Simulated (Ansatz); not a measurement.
Relaxation of a periodic cell of 17 atoms, CuSi16 (host Si, host structure diamond, interstitial Cu), to a largest force component of 0.03 eV/Å in at most 60 steps.

These are results of DFT PBEsol, scalar-relativistic, plane waves, PAW in Ansatz, not measurements. Settings: PAW set soft_1, cutoff 420 eV, k mesh 2x2x2, gaussian smearing 0.02 eV, spin collinear.

```xyz
17
Lattice="0.0000 5.4300 5.4300 5.4300 0.0000 5.4300 5.4300 5.4300 0.0000" Properties=species:S:1:pos:R:3
Si 0.000 0.000 0.000
Si 1.357 1.357 1.357
Si 2.715 2.715 0.000
Si 4.072 4.072 1.357
Si 2.715 0.000 2.715
Si 4.072 1.357 4.072
Si 5.430 2.715 2.715
Si 6.787 4.072 4.072
Si 0.000 2.715 2.715
Si 1.357 4.072 4.072
Si 2.715 5.430 2.715
Si 4.072 6.787 4.072
Si 2.715 2.715 5.430
Si 4.072 4.072 6.787
Si 5.430 5.430 5.430
Si 6.787 6.787 6.787
Cu 9.533 6.852 6.779
```

Q: Where does it end, and by what steps?

A: The run converged. Limits of this set-up: coarse k mesh, PAW files made for another functional. After 4 steps the energy has fallen by 0.050 eV; Cu17 moved furthest, 0.10 Å.

```tsv
step	energy less start (eV)	largest force component (eV/Å)	accepted
0	0.0000	0.510	yes
1	-0.0409	0.197	yes
2	-0.0481	0.061	yes
3	-0.0494	0.034	yes
4	-0.0504	0.026	yes
```

```xyz
17
Lattice="0.0000 5.4300 5.4300 5.4300 0.0000 5.4300 5.4300 5.4300 0.0000" Properties=species:S:1:pos:R:3
Si 0.025 -0.017 -0.024
Si 1.371 1.366 1.352
Si 2.708 2.731 -0.012
Si 4.072 4.068 1.356
Si 2.710 0.004 2.719
Si 4.079 1.363 4.060
Si 5.439 2.729 2.719
Si 6.789 4.082 4.067
Si 0.019 2.740 2.730
Si 1.360 4.066 4.078
Si 2.689 5.408 2.741
Si 4.071 6.794 4.080
Si 2.705 2.735 5.416
Si 4.077 4.095 6.786
Si 5.440 5.434 5.419
Si 6.779 6.791 6.790
Cu 9.499 6.762 6.801
```

Run time: 48 s on 2 threads of Arm Neoverse V2, on a shared host, peak memory 0.73 GiB.
